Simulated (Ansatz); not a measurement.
Molecule: TaH2, net charge 0, quartet state. The spin state was set by rule; other spins were not relaxed. 
Structure (B3LYP-D3(BJ)/def2-TZVP (Ansatz, a program for electronic structure) minimum search):
```
Ta
H 1 1.7923
H 1 1.7923 2 120.69
```
Charge 0, spin multiplicity 4.

Property: atomisation energy (electronic, to ground-state atoms), in kcal/mol. Valence correlation only, unless marked. Open shells are spin-unrestricted. No spin-orbit coupling. The frozen core is the preceding noble-gas configuration, with the filled d and f shells of earlier blocks. Past Kr the def2 sets carry scalar-relativistic core potentials. CBS(X,Y): correlation extrapolated as X^-3; Hartree-Fock from the larger set. The program attaches cautions to a run behind r2SCAN/def2-TZVPD: asymmetric forces. The program attaches cautions to a run behind B3LYP-D3(BJ)/def2-TZVPD: asymmetric forces. The program attaches cautions to a run behind r2SCANh-D4/def2-TZVPD: asymmetric forces. The program attaches cautions to a run behind HSE06-D3(BJ)/def2-TZVPD: asymmetric forces. The program attaches cautions to a run behind CAM-B3LYP-D3(BJ)/def2-TZVPD: asymmetric forces. The program attaches cautions to a run behind LC-wPBE-D3(BJ)/def2-TZVPD: asymmetric forces.

```
level                                     program  atomisation energy (kcal/mol)
---------------------------------  --------------  -----------------------------
PBE-D3(BJ)/def2-TZVPD              Ansatz + dftd3                          135.1
r2SCAN/def2-TZVPD                          Ansatz                          138.4
B3LYP-D3(BJ)/def2-TZVPD            Ansatz + dftd3                          132.5
PBE0/def2-SVP                              Ansatz                          128.5
PBE0-D4/def2-TZVP                  Ansatz + dftd4                          133.2
PBE0/def2-QZVPP                            Ansatz                          133.3
r2SCANh-D4/def2-TZVPD              Ansatz + dftd4                          137.0
HSE06-D3(BJ)/def2-TZVPD            Ansatz + dftd3                          133.1
CAM-B3LYP-D3(BJ)/def2-TZVPD        Ansatz + dftd3                          132.0
LC-wPBE-D3(BJ)/def2-TZVPD          Ansatz + dftd3                          137.0
wB97X/def2-TZVPD                           Ansatz                          123.0
B2PLYP/def2-TZVPD                          Ansatz                          126.8
RI-MP2/def2-QZVPPD                         Ansatz                          124.1
RI-MP2/CBS(def2-TZVPP,def2-QZVPP)          Ansatz                          124.9
CCSD/def2-SVPD                             Ansatz                          120.2
CCSD/def2-QZVPPD                           Ansatz                          128.8
CCSD(T)/def2-SVP                           Ansatz                          119.0
CCSD(T)/def2-QZVPP                         Ansatz                          128.4
CCSD(T)/def2-QZVPPD                        Ansatz                          128.4
CCSDT/def2-SVP                             Ansatz                          118.8
```

The Hartree-Fock reference is unstable (checked in the largest basis), which strains HF and MP2.
